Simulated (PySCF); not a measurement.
ClH2Si, SMILES Cl[SiH2] (connectivity only; charge and spin as stated), charge +1, multiplicity 1. Geometry optimised at PBE-D3(BJ)/def2-TZVP. The spin state was assumed, not searched. The isomer is the one that the SMILES or the coordinates give; other isomers of the formula were not compared.

TDDFT-M06-2X/def2-TZVPD (PySCF) puts the lowest singlet excitations at 4.85, 6.49, 6.76, 6.98, 7.74, 8.35 eV and the lowest triplet (TDA) at 4.62 eV.

**Question.** What are the lowest singlet roots from EOM-CCSD/aug-cc-pVDZ run with PySCF? (Estimate from the structure and the level; the computed values follow.)

**Answer.** 5.01, 6.53, 7.21, 7.35, 8.13, 8.80 eV; triplets 4.86, 5.48, 6.75 eV. S1 differs by 0.16 eV (second minus first; roots are paired by order, and the bases may differ).
